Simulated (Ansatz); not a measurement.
Ansatz (a program for electronic structure) input (PBE0/def2-TZVP):

Ansatz 0.2 input:
```yaml
crystal:
  periodic: [false, false, false]
  atoms:
    - {symbol: Lu, position_ang: [-0.00000000, -0.00000000, 0.00000000]}
    - {symbol: F, position_ang: [-1.67716607, -1.03098850, 0.09597601]}
    - {symbol: F, position_ang: [-0.00031508, 1.81255454, -0.77439050]}
    - {symbol: F, position_ang: [1.67748115, -0.78156604, 0.67841450]}
basis:
  gaussian:
    orbitals: def2-TZVP
hamiltonian:
  xc: {name: PBE0}
total_charge: 1
magnetization: {spin_polarized: true, initial_magnetization: 1}
```

Output:

```
Functional definition: PBE0
integrals: 0.14 GiB planned
1331 factors; their error is unknown
mean field: 1.55 GiB planned
mean field evaluation 1: about -41737.9154 eV, gradient 1.4e2 eV
mean field evaluation 2: about -40940.3205 eV, gradient 6.3e2 eV
mean field evaluation 4: about -41759.0799 eV, gradient 8.2e1 eV
mean field evaluation 8: about -41777.9248 eV, gradient 3.7e0 eV
mean field evaluation 16: about -41778.0821 eV, gradient 8.4e-3 eV
mean field evaluation 32: about -41778.0799 eV, gradient 7.9e-1 eV
mean field evaluation 64: about -41778.0826 eV, gradient 1.8e-3 eV
mean field -41778.08263467 eV, -1535.3162186228 hartree, gradient 1.0e-5 eV, S^2 0.760835; 7 other end points of the search recorded, 0 dependent functions left out
reference -41778.08268418 eV, -1535.3162204422 hartree; 35, 34 occupied and 154, 155 virtual orbitals, 1331 factors
Total energy: -41778.08268418 eV, -1535.3162204422 hartree
```

This state (charge 1, doublet) is run at the relaxed geometry of the species with charge 0 and multiplicity 1.
